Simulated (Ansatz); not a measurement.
Mulliken charges of AlGeH4N, SMILES `[NH]1[AlH][GeH2]1` from r2SCAN/def2-TZVPP in Ansatz (PBE0-D4/def2-TZVP geometry).

```
atom   x (Å)   y (Å)   z (Å)  charge (e)
  N1  -0.658  -0.546  -0.423      -0.476
 Al2   0.287   0.644  -1.285       0.429
 Ge3   0.434   0.111   1.005       0.123
  H4  -1.370  -1.258  -0.394       0.132
  H5   0.459   1.243  -2.734      -0.115
  H6  -0.401   0.735   2.149      -0.047
  H7   1.311  -0.996   1.637      -0.047
```

By hand: the dipole of these point charges (1 e Å = 4.8032 D).

Σ q r = (0.213, 0.253, -0.142) e Å, of length 0.360 e Å = 1.73 D.

How does the dipole of the full density compare? (Best estimate.)

Ansatz gave: (-0.058, 0.004, -0.210) e Å, 1.05 D; the point charges give 1.65 times that, at 76° from its direction.

Point charges leave out the atoms' own dipoles, such as those of lone pairs, and Mulliken's split depends on the basis, so the two needn't agree.
